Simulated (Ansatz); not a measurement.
One change: `Br/C=C/I` becomes `[SiH3]/C=C/I`.

Ansatz, PBE0-D4/def2-TZVP geometries, multiplicity 1. 

Elements past krypton have def2 core potentials. Scalar relativity is left out up to krypton.

```tsv
property	`Br/C=C/I`
LUMO energy (B3LYP/def2-TZVPP) / eV	-1.41
HOMO–LUMO gap (ωB97M-V/def2-TZVPP) / eV	9.96
HOMO energy (ωB97M-V/def2-TZVPP) / eV	-9.13
HOMO energy (B3LYP/def2-TZVPP) / eV	-6.83
HOMO–LUMO gap (PBE/def2-TZVPP) / eV	3.88
LUMO energy (ωB97M-V/def2-TZVPP) / eV	0.83
```

(1) What does the change do to each property? (An estimate is asked.)

Answers

(1) The calculation gave: 
```
                               property  `[SiH3]/C=C/I`  shift
    LUMO energy (B3LYP/def2-TZVPP) / eV           -1.10   0.31
HOMO–LUMO gap (ωB97M-V/def2-TZVPP) / eV           10.44   0.48
  HOMO energy (ωB97M-V/def2-TZVPP) / eV           -9.27  -0.14
    HOMO energy (B3LYP/def2-TZVPP) / eV           -6.96  -0.13
    HOMO–LUMO gap (PBE/def2-TZVPP) / eV            4.28   0.40
  LUMO energy (ωB97M-V/def2-TZVPP) / eV            1.17   0.34
```

With PBE0 the HOMO falls by 0.13 eV and the LUMO rises by 0.26 eV, so the gap widens by about 0.39 eV. PBE moves the HOMO by -0.16 eV and ωB97M-V by -0.14 eV.

B3LYP here is the variant with VWN-RPA as its local correlation; programs differ in this.

Spin–orbit coupling is left out; it splits and shifts lone-pair levels of the heavy atoms by tenths of an eV.
